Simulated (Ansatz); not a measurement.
Relaxation of the cluster Mo₆⁻ with UKS PBE-D4/def2-SVPD.

```sh
$ ansatz run in.yaml --threads 4 --pin off --events-out ev --progress --plain --max-ram 4787MiB
```

```yaml
crystal:
  periodic: [false, false, false]
  atoms:
    - {symbol: Mo, position_ang: [0.633640, -1.386220, -0.936820]}
    - {symbol: Mo, position_ang: [-1.046870, 0.308690, -1.165310]}
    - {symbol: Mo, position_ang: [1.047020, -0.308650, 1.165580]}
    - {symbol: Mo, position_ang: [-0.633630, 1.386150, 0.936790]}
    - {symbol: Mo, position_ang: [1.192830, 1.076810, -0.786560]}
    - {symbol: Mo, position_ang: [-1.192990, -1.076770, 0.786320]}
basis:
  gaussian: {orbitals: def2-SVPD}
total_charge: -1
magnetization: {spin_polarized: true, initial_magnetization: 1}
hamiltonian: {xc: pbe, dispersion: d4}
scf: {lower_state_search: "off"}
output: {orbitals: {seedname: orbitals}}
relax: {f_tol: 0.02, max_steps: 100}
```

Run time 2.1 min (4 threads of Arm Neoverse V2 on a shared host).

Positions (Å) and forces (eV/Å) at steps 1, 2, 4, 7, 8, 9, 10, 11, 12, 13, 14 of 14:

```xyz
6
step=1 energy=-11139.1396 eV
Mo    0.634   -1.386   -0.937    0.504   -1.064   -0.693
Mo   -1.047    0.309   -1.165   -1.995    0.609   -2.192
Mo    1.047   -0.309    1.166    1.988   -0.607    2.183
Mo   -0.634    1.386    0.937   -0.502    1.065    0.697
Mo    1.193    1.077   -0.787    0.813    0.730   -0.533
Mo   -1.193   -1.077    0.786   -0.809   -0.733    0.536
6
step=2 energy=-11139.5977 eV
Mo    0.635   -1.388   -0.937   -0.295    0.654    0.448
Mo   -1.157    0.342   -1.286    0.354   -0.100    0.401
Mo    1.157   -0.342    1.286   -0.354    0.100   -0.401
Mo   -0.635    1.388    0.937    0.296   -0.655   -0.448
Mo    1.186    1.071   -0.782   -0.481   -0.434    0.317
Mo   -1.186   -1.071    0.782    0.480    0.434   -0.317
6
step=4 energy=-11139.6372 eV
Mo    0.626   -1.367   -0.922    0.006   -0.001    0.009
Mo   -1.155    0.342   -1.283   -0.014    0.011   -0.005
Mo    1.154   -0.342    1.283    0.014   -0.011    0.005
Mo   -0.626    1.367    0.922   -0.006    0.001   -0.009
Mo    1.174    1.060   -0.774    0.002    0.002   -0.001
Mo   -1.174   -1.060    0.774   -0.002   -0.002    0.001
6
step=7 energy=-11139.6377 eV
Mo    0.629   -1.367   -0.917    0.024    0.000    0.036
Mo   -1.159    0.347   -1.283    0.019    0.023    0.059
Mo    1.159   -0.347    1.283   -0.019   -0.022   -0.059
Mo   -0.629    1.367    0.917   -0.024    0.000   -0.036
Mo    1.174    1.059   -0.774   -0.011   -0.010    0.007
Mo   -1.174   -1.060    0.774    0.011    0.010   -0.007
6
step=8 energy=-11139.6398 eV
Mo    0.634   -1.369   -0.911    0.050   -0.002    0.074
Mo   -1.162    0.353   -1.279    0.007    0.056    0.088
Mo    1.162   -0.353    1.279   -0.007   -0.056   -0.088
Mo   -0.634    1.369    0.911   -0.050    0.002   -0.074
Mo    1.174    1.060   -0.774   -0.014   -0.012    0.009
Mo   -1.174   -1.060    0.774    0.014    0.012   -0.009
6
step=9 energy=-11139.6481 eV
Mo    0.645   -1.372   -0.900    0.108   -0.022    0.136
Mo   -1.164    0.364   -1.267   -0.067    0.138    0.086
Mo    1.164   -0.364    1.268    0.067   -0.138   -0.086
Mo   -0.645    1.372    0.900   -0.109    0.022   -0.137
Mo    1.175    1.060   -0.774    0.003    0.004   -0.002
Mo   -1.174   -1.060    0.774   -0.003   -0.004    0.002
6
step=10 energy=-11139.6859 eV
Mo    0.667   -1.378   -0.874    0.218   -0.025    0.299
Mo   -1.176    0.391   -1.249   -0.108    0.279    0.218
Mo    1.176   -0.391    1.249    0.108   -0.279   -0.218
Mo   -0.667    1.378    0.874   -0.219    0.026   -0.299
Mo    1.175    1.060   -0.774    0.043    0.039   -0.027
Mo   -1.174   -1.061    0.774   -0.042   -0.040    0.028
6
step=11 energy=-11139.7189 eV
Mo    0.687   -1.379   -0.845   -0.002    0.089    0.116
Mo   -1.201    0.420   -1.246    0.240   -0.037    0.315
Mo    1.201   -0.420    1.247   -0.239    0.037   -0.314
Mo   -0.687    1.379    0.845    0.002   -0.091   -0.118
Mo    1.175    1.061   -0.775   -0.021   -0.021    0.015
Mo   -1.175   -1.062    0.775    0.020    0.022   -0.014
6
step=12 energy=-11139.7241 eV
Mo    0.687   -1.373   -0.837    0.031   -0.131   -0.136
Mo   -1.188    0.418   -1.229   -0.022   -0.034   -0.080
Mo    1.188   -0.418    1.229    0.022    0.034    0.080
Mo   -0.687    1.373    0.837   -0.031    0.130    0.136
Mo    1.186    1.071   -0.781   -0.045   -0.043    0.030
Mo   -1.185   -1.071    0.781    0.044    0.043   -0.029
6
step=13 energy=-11139.7266 eV
Mo    0.687   -1.378   -0.845    0.035   -0.031    0.008
Mo   -1.188    0.416   -1.232    0.002    0.020    0.031
Mo    1.188   -0.416    1.232   -0.001   -0.021   -0.031
Mo   -0.687    1.379    0.845   -0.035    0.030   -0.008
Mo    1.181    1.067   -0.779   -0.018   -0.017    0.012
Mo   -1.181   -1.067    0.779    0.017    0.018   -0.012
6
step=14 energy=-11139.7269 eV
Mo    0.689   -1.381   -0.845   -0.004    0.005   -0.001
Mo   -1.189    0.418   -1.231    0.020   -0.010    0.017
Mo    1.189   -0.417    1.231   -0.020    0.010   -0.017
Mo   -0.689    1.381    0.844    0.004   -0.005    0.001
Mo    1.180    1.065   -0.778   -0.003   -0.004    0.002
Mo   -1.180   -1.066    0.778    0.003    0.004   -0.002
```

In the def2 sets Mo takes a core potential; there is no spin–orbit coupling. The highest occupied level of the charge -1 doublet lies above zero (up to 0.39 eV). It is a level of α spin, whose loss leaves a singlet; that state wasn't run at this geometry and level. The electron is either unbound and held by the finite basis, or the level is raised by self-interaction error. The relaxation made no stability test and no search for a lower SCF solution. No other spin state of charge -1 was run. Another isomer (doublet) lies 0.24 eV lower at PBE0-D4/def2-TZVPD; other spin states weren't run for this one.
